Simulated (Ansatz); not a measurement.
Geometry optimisation, RKS B3LYP/cc-pVDZ in Ansatz 0.2.0.

Input:

```yaml
crystal:
  periodic: [false, false, false]
  atoms:
    - { symbol: C, position_ang: [-1.55739, -0.03982, -0.91488] }
    - { symbol: C, position_ang: [-0.6997, 0.07393, -0.0753] }
    - { symbol: B, position_ang: [0.40779, 0.1977, 0.93131] }
    - { symbol: S, position_ang: [2.08019, -0.1531, 0.46304] }
    - { symbol: H, position_ang: [-2.32294, -0.13035, -1.63026] }
    - { symbol: H, position_ang: [0.22179, 0.52196, 2.03861] }
    - { symbol: H, position_ang: [2.67104, 0.08424, 1.63195] }
basis:
  gaussian: { orbitals: cc-pVDZ }
hamiltonian:
  xc: b3lyp
relax:
  f_tol: 0.015
  max_steps: 40
```

Launched with:

```bash
$ ansatz run input.yaml --threads 1 --pin off --max-ram 2048MiB --backend cpu --events-out ev --progress --plain --runs-dir out
```

Problem. Where does it end, and by what steps?

Solution. It converged. After 4 steps the energy has fallen by 0.066 eV; H6 moved furthest, 0.05 Å.

| step | energy less start (eV) | largest force component (eV/Å) | accepted |
| --- | --- | --- | --- |
| 0 | 0.0000 | 1.044 | yes |
| 1 | -0.0582 | 0.378 | yes |
| 2 | -0.0651 | 0.072 | yes |
| 3 | -0.0654 | 0.054 | yes |
| 4 | -0.0665 | 0.014 | yes |

```xyz
7
Properties=species:S:1:pos:R:3
C -1.577 -0.038 -0.918
C -0.677 0.063 -0.100
B 0.421 0.197 0.936
S 2.119 -0.161 0.451
H -2.368 -0.127 -1.639
H 0.180 0.534 2.062
H 2.702 0.085 1.653
```

The run took 18 s on 1 thread of Arm Neoverse V1, with other jobs on the host, peak memory 0.13 GiB.
